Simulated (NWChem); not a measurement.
System meant: C$_{2}$H$_{2}$BrF; SMILES C=C(F)Br

Input file for NWChem:

```
start job
memory heap 200 mb stack 900 mb global 1100 mb
geometry units angstroms noautoz
  C     -1.210565     1.633514     0.000000
  C     -0.077865     0.942427     0.000000
  F      1.111551     1.511021     0.000000
  Br     0.030446    -0.931338     0.000000
  H     -2.174056     1.127657     0.000000
  H     -1.165198     2.724322     0.000000
end
basis spherical
  * library def2-svp
end
dft
  odft
  mult 2
  xc xpbe96 cpbe96
  iterations 150
  mulliken
end
task dft energy
```

End of the output:

```
                                 NWChem DFT Module
                                 -----------------

 Summary of "ao basis" -> "ao basis" (spherical)
 ------------------------------------------------------------------------------
       Tag                 Description            Shells   Functions and Types
 ---------------- ------------------------------  ------  ---------------------
 C                          def2-svp                 6       14   3s2p1d
 F                          def2-svp                 6       14   3s2p1d
 Br                         def2-svp                12       32   5s4p3d
 H                          def2-svp                 3        5   2s1p

 Summary of "ao basis" -> "ao basis" (spherical)
 ------------------------------------------------------------------------------
       Tag                 Description            Shells   Functions and Types
 ---------------- ------------------------------  ------  ---------------------
 C                          def2-svp                 6       14   3s2p1d
 F                          def2-svp                 6       14   3s2p1d
 Br                         def2-svp                12       32   5s4p3d
 H                          def2-svp                 3        5   2s1p

      Symmetry analysis of basis
      --------------------------

        a'         60
        a"         24

  number of electrons :                   58
  multiplicity        :                    2
 ------------------------------------------------------------------------
  no. of electrons and multiplicity not compatible                  58
 ------------------------------------------------------------------------
 ------------------------------------------------------------------------
  current input line :
    21: task dft energy
 ------------------------------------------------------------------------
 ------------------------------------------------------------------------
 There is an error in the input file
 ------------------------------------------------------------------------
 For more information see the NWChem manual at https://nwchemgit.github.io

0: no. of electrons and multiplicity not compatible:Received an Error in Communication
```

Q: What is wrong, and how is it mended?

A: The input was rejected before any calculation. Cause: the multiplicity doesn't fit the number of electrons (an even count wants an odd multiplicity, and the reverse). This input runs:
```
start job
memory heap 200 mb stack 900 mb global 1100 mb
geometry units angstroms noautoz
  C     -1.210565     1.633514     0.000000
  C     -0.077865     0.942427     0.000000
  F      1.111551     1.511021     0.000000
  Br     0.030446    -0.931338     0.000000
  H     -2.174056     1.127657     0.000000
  H     -1.165198     2.724322     0.000000
end
basis spherical
  C library def2-svp
  F library def2-svp
  Br library def2-svp
  H library def2-svp
end
dft
  xc xpbe96 cpbe96
  iterations 150
  mulliken
end
task dft energy
```
It converges to -2750.35232 Ha (PBE/def2-SVP).
